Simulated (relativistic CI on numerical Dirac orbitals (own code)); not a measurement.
Ions with 11 electrons, Sb40+ to Yb59+

Calculated at this level of theory: Dirac-Coulomb-Breit CI, KLI orbitals optimised for each configuration, QED by a radiative potential, unscaled Slater integrals (own radial code, finite nucleus).

CI space (outside the closed core [Ne]): 3s, 3p, 3d, 4s, 4p, 4d, 4f. Levels of other configurations are missing.

Energies above each ion's lowest level, in eV. Levels are followed by their leading LS label, which can pass from one level to another where the coupling changes.

| Ion | 3s 2S_1/2 | 3p 2P°_1/2 | 3p 2P°_3/2 | 3d 2D_3/2 | 3d 2D_5/2 | 4s 2S_1/2 | 4p 2P°_1/2 |
| --- | --- | --- | --- | --- | --- | --- | --- |
| Sb40+ | 0 | 92.408 | 158.45 | 276.47 | 291.02 | 1323.2 | 1361.3 |
| Te41+ | 0 | 94.977 | 167.23 | 288.16 | 304.15 | 1386.9 | 1426.2 |
| I42+ | 0 | 97.574 | 176.49 | 300.32 | 317.87 | 1452.4 | 1492.7 |
| Xe43+ | 0 | 100.2 | 186.24 | 312.99 | 332.21 | 1519.5 | 1561 |
| Cs44+ | 0 | 102.85 | 196.52 | 326.19 | 347.19 | 1588.4 | 1630.9 |
| Ba45+ | 0 | 105.53 | 207.35 | 339.95 | 362.85 | 1659 | 1702.6 |
| La46+ | 0 | 108.24 | 218.75 | 354.29 | 379.23 | 1731.3 | 1776.1 |
| Ce47+ | 0 | 110.98 | 230.76 | 369.25 | 396.35 | 1805.4 | 1851.3 |
| Pr48+ | 0 | 113.75 | 243.41 | 384.85 | 414.25 | 1881.3 | 1928.4 |
| Nd49+ | 0 | 116.56 | 256.72 | 401.13 | 432.97 | 1959 | 2007.3 |
| Pm50+ | 0 | 119.4 | 270.73 | 418.11 | 452.54 | 2038.6 | 2088 |
| Sm51+ | 0 | 122.26 | 285.46 | 435.82 | 473.01 | 2120 | 2170.5 |
| Eu52+ | 0 | 125.17 | 300.96 | 454.32 | 494.42 | 2203.2 | 2255 |
| Gd53+ | 0 | 128.11 | 317.27 | 473.62 | 516.81 | 2288.4 | 2341.4 |
| Tb54+ | 0 | 131.11 | 334.44 | 493.8 | 540.25 | 2375.6 | 2429.8 |
| Dy55+ | 0 | 134.11 | 352.45 | 514.82 | 564.72 | 2464.7 | 2520.1 |
| Ho56+ | 0 | 137.18 | 371.4 | 536.8 | 590.34 | 2555.7 | 2612.5 |
| Er57+ | 0 | 140.28 | 391.31 | 559.75 | 617.11 | 2648.8 | 2706.9 |
| Tm58+ | 0 | 143.43 | 412.24 | 583.72 | 645.12 | 2744 | 2803.3 |
| Yb59+ | 0 | 146.6 | 434.19 | 608.73 | 674.38 | 2841.3 | 2901.9 |

The lowest level keeps the configuration 3s and J = 1/2 throughout.

Between Z = 67 and 70 the energy of 3p 2P°_1/2 follows a local power law Z^1.5. For orientation: electrostatic splittings inside a shell grow about linearly with the screened charge, excitations that change n as its square, and fine structure as its fourth power; written in Z itself the exponents are larger, since the screened charge grows faster in proportion.
